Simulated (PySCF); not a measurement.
Compound: C3H7FSi2 (charge +1 and doublet state).
Geometry (GFN2-xTB, Å), atoms numbered from 1 in this order:
```
atom  x, y, z in Å
C1     3.3330    0.0841   -0.2951
C2     2.2430   -0.4329   -0.2316
Si3    0.5722   -1.1895   -0.1039
C4    -0.3818    0.6176   -0.2236
F5    -0.0818    1.2951    0.8911
Si6   -2.3645    0.3916   -0.3043
H7     4.3010    0.5016   -0.3513
H8     0.1267   -1.8905   -1.3018
H9     0.2288   -1.7084    1.2124
H10    0.0215    1.1889   -1.0659
H11   -2.5609   -0.4065   -1.5085
H12   -2.7362   -0.2637    0.9426
H13   -2.7054    1.8132   -0.4002
```

The hyperfine couplings belong to this conformer and change with its torsions.

As a line formula: `[CH+]=[C][SiH2][C@H](F)[SiH3]` [radical] (charge +1).

The calculation used PySCF 2.14.0, UKS B3LYP, pcH-1 on C F H Si, non-relativistic, mean-field spin-orbit, GIAO. One conformer (not necessarily the lowest) at the GFN2-xTB geometry, without solvent, vibrations or thermal averaging. The geometry wasn't refined by DFT: couplings that depend on bond lengths, twists or pyramidal angles can differ widely from those at the functional's own minimum, by a factor of two or more for some ions and for spin on atoms past the first row. Stability of the SCF solution: not tested.

Principal values of hyperfine tensors in MHz (contact, dipolar and spin–orbit terms together), for some of the nuclei:

```json
{"atom": "H13", "isotope": "1H", "A1": "85.62", "A2": "91.05", "A3": "92.94"}
{"atom": "H10", "isotope": "1H", "A1": "-47.81", "A2": "-31.77", "A3": "-5.84"}
{"atom": "H8", "isotope": "1H", "A1": "21.43", "A2": "23.38", "A3": "29.11"}
{"atom": "C2", "isotope": "13C", "A1": "13.41", "A2": "15.27", "A3": "39.73"}
{"atom": "C4", "isotope": "13C", "A1": "-25.33", "A2": "-23.09", "A3": "109.48"}
{"atom": "C1", "isotope": "13C", "A1": "-0.75", "A2": "-0.49", "A3": "50.33"}
{"atom": "H7", "isotope": "1H", "A1": "-23.90", "A2": "-17.51", "A3": "-5.16"}
{"atom": "H9", "isotope": "1H", "A1": "7.60", "A2": "8.92", "A3": "15.25"}
```

Give the isotropic coupling of each nucleus in MHz and in mT (g = 2.0082), and the anisotropic part.

a_iso = (A1 + A2 + A3)/3, Ti = Ai − a_iso; 1 mT corresponds to 28.108 MHz. The tensors hold a spin–orbit part: the run splits a_iso into a_FC + a_SO, and T includes its anisotropic share.

```json
{"atom": "H13", "a_iso (MHz)": "89.87", "a_FC": "89.87", "a_SO": "0.00", "a_iso (mT)": "3.197", "T1": "-4.25", "T2": "1.18", "T3": "3.07"}
{"atom": "H10", "a_iso (MHz)": "-28.48", "a_FC": "-28.53", "a_SO": "0.05", "a_iso (mT)": "-1.013", "T1": "-19.34", "T2": "-3.29", "T3": "22.63"}
{"atom": "H8", "a_iso (MHz)": "24.64", "a_FC": "24.64", "a_SO": "0.00", "a_iso (mT)": "0.877", "T1": "-3.21", "T2": "-1.26", "T3": "4.47"}
{"atom": "C2", "a_iso (MHz)": "22.80", "a_FC": "22.69", "a_SO": "0.11", "a_iso (mT)": "0.811", "T1": "-9.39", "T2": "-7.54", "T3": "16.93"}
{"atom": "C4", "a_iso (MHz)": "20.35", "a_FC": "19.96", "a_SO": "0.39", "a_iso (mT)": "0.724", "T1": "-45.69", "T2": "-43.44", "T3": "89.13"}
{"atom": "C1", "a_iso (MHz)": "16.36", "a_FC": "16.35", "a_SO": "0.01", "a_iso (mT)": "0.582", "T1": "-17.11", "T2": "-16.86", "T3": "33.97"}
{"atom": "H7", "a_iso (MHz)": "-15.52", "a_FC": "-15.54", "a_SO": "0.02", "a_iso (mT)": "-0.552", "T1": "-8.38", "T2": "-1.98", "T3": "10.36"}
{"atom": "H9", "a_iso (MHz)": "10.59", "a_FC": "10.59", "a_SO": "0.00", "a_iso (mT)": "0.377", "T1": "-2.99", "T2": "-1.67", "T3": "4.66"}
```

What spin density at the nucleus of H9 lies behind its contact coupling (g_N = 5.58569)?

a_FC = 800.24 MHz bohr³ × g_N × ρ(0)/(2S). With a_FC = 10.59 MHz and 2S = 1, ρ(0) = 0.002368 bohr⁻³. In magnitude that is 0.7 % of the 1/π = 0.318 of a free hydrogen atom.

F5 (19F, g_N = 5.25774) isn't in the table. Its spin density at the nucleus is 0.02645 bohr⁻³. What is its contact coupling?

By the same relation, a_FC = 111.3 MHz. The spin–orbit term adds +5.05 MHz. Its full tensor has the principal values -169.80, -164.61, 683.43 MHz.

Name the largest traceless tensor T of the table and describe it.

C4: -45.7, -43.4, 89.1 MHz (the dipolar term alone has -45.7, -43.8, 89.5), nearly axial, close to the ratio −1:−1:+2, the form that spin in one p orbital centred on that nucleus gives.

In a single crystal, with the field along each principal axis of the tensor of H8 in turn, what first-order splitting does this nucleus give (isotropic g, quadrupole terms neglected)?

2 lines (I = 1/2), spaced by |A_i|/(g × 13.996): 0.76, 0.83, 1.04 mT along the axes of A1, A2 and A3.

The SMILES draws the unpaired electron on C2; the largest computed Mulliken spin population is on C4 (0.42 against 0.03).
